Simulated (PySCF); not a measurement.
# Which orbitals make which state

Species: SiH3(OiPr), C3H10OSi.
InChI=1S/C3H10OSi/c1-3(2)4-5/h3H,1-2,5H3

Method: TDDFT wB97X-D/def2-SVPD, vertical, gas phase, core orbitals frozen in the response in PySCF. Isolated species at its PBE0-D3(BJ)/def2-SVP geometry (one conformer only).

Orbital energies (eV): HOMO-3 -11.76, HOMO-2 -11.44, HOMO-1 -10.53, HOMO -9.92, LUMO 2.04, LUMO+1 2.28, LUMO+2 2.90.

Computed singlets:

| state | E (eV) | f |
| --- | --- | --- |
| S1 | 7.28 | 0.0013 |
| S2 | 7.97 | 0.023 |
| S3 | 8.19 | 0.020 |
| S4 | 8.37 | 0.025 |
| S5 | 8.71 | 0.025 |
| S6 | 8.81 | 0.0058 |
| S7 | 8.91 | 0.037 |
| S8 | 9.13 | 0.083 |
| S9 | 9.15 | 0.052 |
| S10 | 9.22 | 0.029 |

Assign a leading configuration to S1, S2 and S3 and set E beside the orbital difference Δε.

```
state  leading configuration  weight  Δε (eV)  E (eV)  E − Δε (eV)       f  other configurations
   S1              HOMO→LUMO    0.85    11.96    7.28        -4.69  0.0013                     –
   S2            HOMO-1→LUMO    0.80    12.57    7.97        -4.60   0.023                     –
   S3            HOMO→LUMO+1    0.77    12.20    8.19        -4.02   0.020                     –
```

E − Δε runs from -4.69 to -4.02 eV. By orbital difference alone the order would be S1, S3, S2.

H and L stand for HOMO and LUMO. The other states: S4 8.37 eV, f 0.025, H→L+3 (55%), H→L+2 (13%); S5 8.71 eV, f 0.025, H-2→L (33%), H-1→L+1 (22%), H→L+2 (10%); S6 8.81 eV, f 0.0058, H→L+5 (20%), H→L+2 (16%), H→L+4 (14%); S7 8.91 eV, f 0.037, H-1→L+1 (36%), H-2→L (24%), H→L+5 (10%); S8 9.13 eV, f 0.083, H→L+5 (28%), H→L+2 (13%), H-2→L (9%); S9 9.15 eV, f 0.052, H-1→L+3 (18%), H→L+4 (13%), H→L+2 (12%); S10 9.22 eV, f 0.029, H-1→L+3 (39%), H→L+4 (13%), H-1→L+5 (12%).

Which computed triplets share their leading configuration (75% or more) with a singlet, and how far apart are the partners?

```json
{"configuration": "HOMO→LUMO", "triplet": "T1", "E(T) (eV)": "7.01", "singlet": "S1", "E(S) (eV)": "7.28", "E(S) − E(T) (eV)": "+0.26"}
```

The 4 triplets are Tamm–Dancoff values, the singlets full response.

Summed over the main configurations (up to three a state, each over 8%) of all 10 singlets, the electron leaves HOMO with weight 3.79, HOMO-1 with weight 2.07 and HOMO-2 with weight 0.65.

Time: 31 s wall (grids of density and orbitals included); peak memory 0.91 GiB. Hardware: one thread of an Arm Neoverse V1, no GPU, shared host with 32 logical CPUs at a one-minute load of 9.4.
